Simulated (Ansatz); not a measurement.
Gas-phase electronic energies from Ansatz, PBE0-D4/def2-TZVP geometries. CCSD(T)/CBS is the MP2 limit (def2-TZVPP, def2-QZVPP) plus CCSD(T) − MP2 in def2-TZVPP, frozen cores. This one scheme is used for every species. For As outer-core shells are correlated without core-valence functions, which leaves a few kJ/mol of doubt a bond. Scalar relativity is left out up to krypton. One conformer a species, not always the lowest.

Consider the formal exchange of groups at the As–C bond: `C[AsH]C` + `CC` → `CC[AsH]C` + CH₄.

```
   species  CCSD/def2-SVP energy (Eh)
 `C[AsH]C`                -2314.24209
      `CC`                  -79.51321
`CC[AsH]C`                -2353.40304
       CH₄                  -40.35331
```

Task: Work out ΔE.

Result: ΔE = (-2353.40304) + (-40.35331) − (-2314.24209) − (-79.51321) = -0.00105 Eh = -2.8 kJ/mol. CCSD(T)/CBS gives -5.5 kJ/mol.

Task: What do rigid-rotor, harmonic-oscillator terms from PBE0-D4/def2-TZVP frequencies (298.15 K, 1 bar) make of the CCSD(T)/CBS value? (Best estimate.)

Result: Ansatz gave: ΔZPE = -3.1 kJ/mol, ΔH = -6.8 kJ/mol, ΔS = -8 J/(mol·K), ΔG = -4.3 kJ/mol.

Largest T1 diagnostic among the species: 0.010.

The D4 term adds −4.5 kJ/mol with B3LYP and −2.6 kJ/mol with PBE0; it sums over pairs of atoms, weighted by their polarisabilities, and B3LYP, whose exchange is more repulsive, gets the larger term. In def2-TZVPP, CCSD(T) changes the Hartree–Fock value by −7.8 kJ/mol (the triples alone add −1.5 kJ/mol) and MP2 by −9.8 kJ/mol.

B3LYP here is the variant with VWN-RPA as its local correlation; programs differ in this.
